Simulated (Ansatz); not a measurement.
CH4OSn (`[CH3][Sn][OH]`), relaxed with RKS PBE0-D4/def2-TZVP in the Gaussian-basis code of Ansatz from a PBE-D4/def2-SVP geometry. The force threshold is 0.005 eV/Å; the program also tests the step.

The species carries charge 0 and has multiplicity 1. Sn: def2 effective core potential.

Start:

```xyz
7

C     0.951    0.061   -0.115
Sn   -0.687    1.251    0.841
O    -2.164   -0.039    0.307
H     1.185   -0.822    0.519
H     1.882    0.651   -0.236
H     0.633   -0.312   -1.113
H    -1.801   -0.790   -0.204
```

Q: By how much does the energy fall, and how many steps does the optimiser take? (An estimate is asked.)

A: The calculation gave: 1.27 kcal/mol, in 15 steps, 3 of them rejected.

Q: Which bonds change most? (Best estimate.)

A: Computed: Sn2–O3 from 2.033 to 1.985 Å; C1–Sn2 from 2.239 to 2.195 Å; C1–H5 from 1.109 to 1.092 Å; O3–H7 from 0.978 to 0.961 Å.

Q: Give the relaxed structure. (Estimate.)

A: The calculation gave: 
```xyz
7

C     0.939    0.079   -0.135
Sn   -0.691    1.295    0.690
O    -2.101   -0.060    0.354
H     1.016   -0.860    0.423
H     1.905    0.586   -0.095
H     0.720   -0.170   -1.179
H    -1.787   -0.870   -0.057
```
